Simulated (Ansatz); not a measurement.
`CSB(O)F` + `[NH2][AlH2]` → `OB(F)[NH][AlH2]` + CH₃SH  (ligand exchange at a B–S bond)

Computed with Ansatz on PBE0-D4/def2-TZVP structures; ΔE is electronic, products minus reactants. CBS: MP2 limit from def2 TZ/QZ plus the TZ coupled-cluster correction, frozen cores. This one scheme is used for every species. DFT in def2-TZVPP. Each species was taken in one conformer, which may not be the lowest.

| level | ΔE (kcal/mol) |
| --- | --- |
| PBE-D4 | -6.5 |
| r2SCAN0-D4 | -8.7 |
| BHLYP-D4 | -10.3 |
| ωB97X-V | -8.5 |
| ωB97M-V | -8.9 |
| PBE | -6.8 |
| BHLYP | -10.7 |
| CCSD(T)/def2-SVP | -10.2 |

(1) What does CCSD(T)/CBS give? (Best estimate.)

(2) What do rigid-rotor, harmonic-oscillator terms from PBE0-D4/def2-TZVP frequencies (298.15 K, 1 bar) make of the CCSD(T)/CBS value? (An estimate is asked.)

Largest T1 diagnostic among the species: 0.012.

Answers

(1) Ansatz gave: -8.6 kcal/mol. The listed levels differ from it by 2.1, -0.1, -1.7, 0.1, -0.3, 1.8, -2.1, -1.6 kcal/mol.

(2) Computed: ΔZPE = -0.7 kcal/mol, ΔH = -9.5 kcal/mol, ΔS = 3 J/(mol·K), ΔG = -9.7 kcal/mol.

In def2-TZVPP, CCSD(T) changes the Hartree–Fock value by +3.5 kcal/mol (the triples alone add +0.8 kcal/mol) and MP2 by +4.4 kcal/mol. At CCSD(T), def2-SVP lies −1.6 kcal/mol from the extrapolated value and def2-TZVPP −0.6 kcal/mol.
